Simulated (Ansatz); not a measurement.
A ladder of methods for C2H6In (SMILES C[In]C)

C2H6In has 9 atoms, charge 0, and is taken as a doublet. As SMILES, `C[In]C`. The shape was relaxed beforehand at wB97X-V/def2-SVP.

Quantity: the adiabatic electron affinity (to the singlet anion, shapes relaxed at wB97X-V/def2-SVP, no zero-point term), in eV. The values are calculated.

The electron affinity is E(neutral) − E(anion): positive where the electron is bound.

```csv
level,kind,program,value (eV),less CCSD(T)/def2-TZVP,CPU time (all runs)
UHF/def2-TZVP (core potential),Hartree–Fock,Ansatz,0.08,-0.95,3.8 s
USVWN5/def2-TZVP (core potential),LDA,Ansatz,1.15,+0.12,3.1 s
U-r2SCAN/def2-TZVP (core potential),meta-GGA,Ansatz,0.97,-0.06,12 s
UB3LYP/def2-TZVP (core potential),global hybrid,Ansatz,1.14,+0.11,7.8 s
UPBE0-D4/def2-TZVP (core potential),global hybrid,Ansatz,0.99,-0.04,7 s
U-wB97M-V/def2-TZVP (core potential),range-separated hybrid,Ansatz,1.05,+0.02,24 s
UB2PLYP/def2-TZVP (core potential),double hybrid,Ansatz,1.04,+0.01,12 s
UMP2/def2-TZVP (core potential),perturbation theory,Ansatz,0.99,-0.04,7.6 s
UCCSD(T)/def2-TZVP (core potential),coupled cluster or CI,Ansatz,1.03,0.00,2.9 min
```

UCCSD(T)/def2-TZVP (core potential) is the highest level here, not the true value. Spin-orbit coupling, which can split open shells on such heavy atoms by tenths of an eV, is left out. The values span 0.08 to 1.15 eV. In the correlated wave-function rows the outer d shell of In is correlated, in sets not made for it. CPU times are rough (shared hosts, several kinds of processor): they show what a rung costs within a factor of a few.
